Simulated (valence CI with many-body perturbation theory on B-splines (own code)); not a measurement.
**Sr VI: input, log and results**

Computed by valence CI with perturbative core correlation (CI+MBPT): five valence electrons over a frozen Dirac-Fock core [Ar] 3d10, radial functions for each j: 9 s, 9 p, 8 d, 6 f, 3 g, 1 h, with the one-electron correlation potential Σ1 (screened to all orders), the two-electron term Σ2, the three-electron term Σ3, Breit, model QED; selected single and double excitations, second order for the rest, scaled by the run's own slope (own B-spline code, finite nucleus).

Command, and the settings that its task file holds:

```sh
python run_cv.py task.json out
```

```
atom Sr  Z=38  mass_number=88  rms_radius_fm=4.2240
core [Ar] 3d10
valence 4s2 4p3
avg = 1
basis = M
breit = 1
cap = 40000
capref = 1200
cscale = 1
de = 0.0
dress = 0
eps = 2e-08
extrap = 1
h = 0.27
hh = 1
l2 = 3
lcore = 6
maxit = 60
n2 = 5
natural = 1
nlev = 45
nno = [5, 5, 5, 4, 2, 1]
nroot = 26
nsp = [4, 4, 3, 2, 1, 0]
pt2 = 1
qed = 1
rpa = 1
s1 = 1
s2 = 1
s3 = 1
screen = 1
tol = 2e-05
whole = 1
```

It took 9.3 min on 1 thread of Intel(R) Xeon(R) Processor @ 2.30GHz (shared host).

Log. The first blocks belong to the next ion, which gives the ionisation energy. Fields: 2J, parity (1 odd), roots, reference size, generating configurations, candidates as configurations/state functions, variational space P, stored matrix elements, Davidson steps; e2 is the range of second-order energies in hartree. The first line gives the box (bohr), its intervals, the orbitals and the steps of their self-consistent field. Window is the range of levels sought, series limit the energy at which the first omitted orbital would enter, core excitation an estimate of the first excitation out of the core, left out the lowest levels not solved, and shifts from estimates the range by which levels moved from their first estimate, all in cm⁻¹.

```
rmax 19.6 intervals 65 orbitals 63 references ['4s2 4p3', '4s 4p4', '4s2 4p2 4d'] scf 7 t 1.6
2J=0 par=0 roots 2 ref 20 generators 12 cand 2788/3980 P 2807/4000 nnz 1.7e+06 it 6
2J=0 par=0 roots 2 ref 20 generators 36 cand 3447/5992 P 6254/9992 nnz 5.2e+06 it 6
   second order: generators 82 cand 58789/124115 e2 -0.00012 -0.00011
2J=2 par=0 roots 2 ref 37 generators 11 cand 1354/3938 P 1380/3975 nnz 2.2e+06 it 8
2J=2 par=0 roots 2 ref 37 generators 45 cand 4247/16110 P 5627/20085 nnz 2.9e+07 it 8
   second order: generators 98 cand 65033/324183 e2 -0.00029 -0.00016
reference levels 594, estimated 203, window 343927 1/cm; series limit 595934, core excitation 1010407
2J=3 par=1 roots 6 ref 83 generators 29 cand 1200/5349 P 1865/7947 nnz 6.7e+06 it 11
2J=3 par=1 roots 6 ref 83 generators 85 cand 4774/31893 P 6639/39840 nnz 9.7e+07 it 17
   second order: generators 186 cand 183005/2810548 e2 -0.00343 -0.00057
2J=5 par=1 roots 3 ref 74 generators 18 cand 1052/5538 P 1645/7987 nnz 7.5e+06 it 11
2J=5 par=1 roots 3 ref 74 generators 64 cand 3868/29744 P 5513/37731 nnz 9.5e+07 it 14
   second order: generators 148 cand 164290/2928420 e2 -0.00378 -0.00122
2J=1 par=1 roots 3 ref 53 generators 19 cand 1738/5440 P 2656/7985 nnz 5.6e+06 it 10
2J=1 par=1 roots 3 ref 53 generators 59 cand 6868/32043 P 9524/40028 nnz 8.4e+07 it 11
   second order: generators 144 cand 164117/1443790 e2 -0.00090 -0.00042
2J=5 par=0 roots 13 ref 78 generators 54 cand 1195/5372 P 1853/7913 nnz 6.1e+06 it 10
2J=5 par=0 roots 13 ref 78 generators 153 cand 4393/32080 P 6246/39993 nnz 9.4e+07 it 11
   second order: generators 347 cand 319951/6443515 e2 -0.01365 -0.00221
2J=3 par=0 roots 15 ref 78 generators 62 cand 1261/5448 P 1969/7989 nnz 6e+06 it 9
2J=3 par=0 roots 15 ref 78 generators 159 cand 4785/31955 P 6754/39944 nnz 8.8e+07 it 10
   second order: generators 382 cand 332755/5146099 e2 -0.01342 -0.00168
2J=1 par=0 roots 11 ref 51 generators 52 cand 1790/5404 P 2824/7963 nnz 4.7e+06 it 9
2J=1 par=0 roots 11 ref 51 generators 135 cand 7348/31914 P 10172/39877 nnz 7.4e+07 it 11
   second order: generators 326 cand 267653/2248422 e2 -0.00176 -0.00052
2J=7 par=0 roots 6 ref 53 generators 35 cand 1088/5443 P 1744/7993 nnz 6.5e+06 it 8
2J=7 par=0 roots 6 ref 53 generators 97 cand 3651/31935 P 5395/39928 nnz 1.1e+08 it 9
   second order: generators 218 cand 242805/5378308 e2 -0.01018 -0.00269
2J=9 par=0 roots 3 ref 31 generators 22 cand 1265/5486 P 2108/8279 nnz 6.4e+06 it 6
2J=9 par=0 roots 3 ref 31 generators 65 cand 3742/31825 P 5850/40104 nnz 9.8e+07 it 8
   second order: generators 155 cand 187020/4106431 e2 -0.00491 -0.00288
2J=7 par=1 roots 2 ref 50 generators 17 cand 700/5427 P 1340/7969 nnz 7.4e+06 it 7
2J=7 par=1 roots 2 ref 50 generators 52 cand 3377/29601 P 4717/37570 nnz 9.9e+07 it 13
   second order: generators 123 cand 144851/2783282 e2 -0.00307 -0.00127
2J=9 par=1 roots 2 ref 22 generators 16 cand 924/5507 P 1540/8004 nnz 7.3e+06 it 5
2J=9 par=1 roots 2 ref 22 generators 46 cand 3696/30586 P 5236/38590 nnz 1.1e+08 it 8
   second order: generators 106 cand 134602/2551519 e2 -0.00286 -0.00088
left out: unestimated 490724, estimated 376985, shifts from estimates -114 to 277
operators 2.7
```

The Davidson iterations converged.

Against 19 measured levels this calculation errs by 96 cm⁻¹ on average and by 213 at most. These come from a selection out of Sansonetti, J. Phys. Chem. Ref. Data 41, 013102 (2012). Levels without a partner in it may be off by more. Among the levels kept, up to 1100 cm⁻¹ of a level comes from second order outside the variational space, and about a tenth of that is noise between levels of different J, which matters for small intervals.

```yaml
Valence_energy: -23.90881 hartree
Ionisation_energy: "88.296 eV (NIST: 88 ± 2 eV (theoretical))"
Reference_configurations_for_the_orbitals: 4s2 4p3, 4s 4p4, 4s2 4p2 4d
Radial_orbitals: 63
Box_radius: 19.65 bohr
Largest_variational_space: 40104
Lowest_levels: 4s2.4p3 4S°_3/2 0.0, 4s2.4p3 2D°_3/2 20270, 4s2.4p3 2D°_5/2 23649, 4s2.4p3 2P°_1/2 38718, 4s2.4p3 2P°_3/2 43724, 4s.4p4 4P_5/2 152970, 4s.4p4 4P_3/2 159380, 4s.4p4 4P_1/2 162030, 4s.4p4 2D_3/2 188230, 4s.4p4 2D_5/2 189880, 4s.4p4 2P_3/2 215620, 4s.4p4 2S_1/2 [a] 216680, 4s.4p4 2S_1/2 [b] 227270, 4s2.4p2.4d 4F_3/2 234890 cm⁻¹
```

Names give the largest LS component (configuration and term), which can be under half, so a name can repeat, a term be missing and a line seem to break the LS rules; names also repeat where a configuration has a term twice. Letters in brackets count levels of one name in rising energy.
